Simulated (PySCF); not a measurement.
3-ethenylsiletane (C₅H₁₀Si), SMILES C=CC1C[SiH2]C1. Atoms are numbered in the order given.

```xyz
16

C      2.9514    -0.2539     0.0000
C      1.7871     0.3970     0.0000
C      0.4359    -0.2389     0.0000
C     -0.4942     0.1453    -1.1918
Si    -1.9491    -0.0870     0.0000
C     -0.4942     0.1453     1.1918
H      2.9911    -1.3483     0.0000
H      3.9063     0.2782     0.0000
H      1.7870     1.4961     0.0000
H      0.5620    -1.3358     0.0000
H     -0.3732     1.2136    -1.4405
H     -0.3677    -0.4414    -2.1119
H     -3.0824     0.8898     0.0000
H     -2.5101    -1.4735     0.0000
H     -0.3677    -0.4414     2.1119
H     -0.3732     1.2136     1.4405
```
Charge 0, spin multiplicity 1.

The structure is a stationary point at PBE0-D3(BJ)/def2-SVP. Other conformers were not sampled.

Two levels are set side by side: PBE/pcSseg-1 (PySCF) and PBE0/pcSseg-1 (PySCF). GIAO shifts against TMS (²⁹Si), TMS (¹H), TMS (¹³C) at the same level; non-relativistic, no solvent, atoms listed together averaged. Differences are taken from unrounded values.

```
quantity                  PBE0
-----------------------  -----
δ(¹³C) of C1 (ppm)       119.9
δ(¹³C) of C2 (ppm)       157.8
δ(¹³C) of C3 (ppm)        45.6
δ(¹³C) of C4, C6 (ppm)    21.2
δ(²⁹Si) of Si5 (ppm)     -35.4
δ(¹H) of H9 (ppm)         6.19
δ(¹H) of H10 (ppm)        3.03
δ(¹H) of H13, H14 (ppm)   4.95
```

What does PBE give, and how far is it from PBE0? (The exact figures need the calculation; the answer reports its results.)


```csv
quantity,PBE,PBE minus PBE0
δ(¹³C) of C1 (ppm),117.4,-2.4
δ(¹³C) of C2 (ppm),156.9,-0.9
δ(¹³C) of C3 (ppm),49.2,3.5
"δ(¹³C) of C4, C6 (ppm)",22.4,1.2
δ(²⁹Si) of Si5 (ppm),-37.9,-2.4
δ(¹H) of H9 (ppm),6.18,-0.01
δ(¹H) of H10 (ppm),3.13,0.10
"δ(¹H) of H13, H14 (ppm)",5.07,0.13
```

Rough cost on one machine, each run with all the roots and properties that it gave: PBE0 against PBE within a factor of 2.
